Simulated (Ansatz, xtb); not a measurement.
# C5H8O3: which of two isomers lies lower

We compare a, `C=COC(=O)OCC`, a singlet, with b, `CC(C)C(=O)OC=O`, a singlet. Both are isolated molecules in the gas phase, relaxed with r2SCAN-D4/def2-SVP; each stands in its lowest conformer found.

Question: Which of the two would you expect CCSD(T)/def2-SVP + ΔMP2/def2-TZVPP electronic energies to favour?

Answer: Structure b; the calculation gives E(b) − E(a) = −60.5 kJ/mol.

How the difference moves with the method:

```tsv
level	geometry	E(b) − E(a) (kJ/mol)	departure from the last row (kJ/mol)	job, with rough time for the two
r2SCAN-D4/def2-SVP	r2SCAN-D4/def2-SVP	−59.7	+0.7	optimisation, 83 s
HF/def2-SVP	r2SCAN-D4/def2-SVP	−50.7	+9.8	part of the CCSD(T) run
MP2/def2-SVP	r2SCAN-D4/def2-SVP	−85.6	−25.2	part of the CCSD(T) run
CCSD(T)/def2-SVP	r2SCAN-D4/def2-SVP	−74.8	−14.4	single point
CCSD(T)/def2-SVP + ΔMP2/def2-TZVPP	r2SCAN-D4/def2-SVP	−60.5		single point, 2.3 min
```

As drawn, b has 2 C–C, 1 C=O in place of 1 C=C, 2 C–O.

None of the levels shown reverses the order. The largest departure from CCSD(T)/def2-SVP + ΔMP2/def2-TZVPP is that of MP2/def2-SVP, 25.2 kJ/mol. Levels run at GFN2-xTB geometries aren't shown. The last row adds to CCSD(T) the change of the MP2 difference between the two basis sets, here +14.4 kJ/mol, a large step that makes the value less sure.

With thermal terms from frequencies at re-optimised GFN2-xTB minima (ideal gas, soft modes damped towards free rotors, one conformer each, 298.15 K, 1 atm): on the last row, ΔE + ΔZPE = −60.7, ΔH = −59.8, ΔG = −60.7 kJ/mol.

The correlated steps freeze 8 core orbitals. Programs: Ansatz 0.2.0, xtb 6.7.1; the last row on 4 threads of Arm Neoverse V1 on a shared host.
